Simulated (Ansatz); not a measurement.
Relaxation of CH₈N₂OSi (13 atoms, charge 0, multiplicity 1), to a largest force component of 0.015 eV/Å in at most 40 steps.

Level of theory: Ansatz 0.2.0, RKS PBE0-D4/def2-SVP.

```xyz
13
Properties=species:S:1:pos:R:3:forces:R:3
N -0.990 -1.370 1.640 -3.41 -3.25 1.86
Si -0.092 -1.346 0.240 1.12 0.26 -0.69
N 0.065 0.326 0.038 2.70 1.99 -0.44
C 0.605 0.933 -1.187 -5.14 0.92 0.90
O 0.566 2.306 -0.990 -0.96 1.36 0.90
H -1.802 -2.072 1.436 1.45 1.79 0.82
H -0.475 -1.852 2.379 -0.13 0.17 0.23
H -0.815 -1.873 -0.897 -0.24 -0.57 -0.79
H 1.228 -1.925 0.567 0.44 -0.59 -0.34
H 0.755 0.639 0.785 -1.31 -0.28 -0.76
H -0.171 0.719 -1.987 0.95 -0.55 0.19
H 1.554 0.605 -1.461 2.34 -0.39 -0.71
H -0.324 2.525 -0.534 2.18 -0.86 -1.17
```

Question: Where does it end, and by what steps?

Answer: It converged. After 14 steps the energy has fallen by 1.291 eV; H6 moved furthest, 1.20 Å.

```tsv
step	energy less start (eV)	largest force component (eV/Å)	accepted
0	0.0000	5.137	yes
1	-0.8956	1.497	yes
2	-1.0571	0.469	yes
3	-1.1327	0.430	yes
4	-1.1883	0.409	yes
5	-1.2327	0.201	yes
6	-1.2634	0.116	yes
7	-1.2663	0.717	yes
8	-1.2370	1.467	no
9	-1.2835	0.140	yes
10	-1.2883	0.086	yes
11	-1.2897	0.064	yes
12	-1.2904	0.041	yes
13	-1.2907	0.022	yes
14	-1.2908	0.007	yes
```

```xyz
13
Properties=species:S:1:pos:R:3
N -0.895 -1.522 1.692
Si -0.014 -1.381 0.219
N 0.588 0.236 0.078
C 0.683 1.034 -1.106
O -0.031 2.235 -1.026
H -1.718 -0.964 1.888
H -0.897 -2.393 2.208
H -0.760 -1.580 -1.068
H 1.012 -2.467 0.325
H 1.006 0.669 0.897
H 0.347 0.410 -1.958
H 1.724 1.335 -1.316
H -0.940 2.003 -0.802
```

Run time: 80 s on 2 threads of Arm Neoverse N1, on a shared host, peak memory 0.26 GiB.
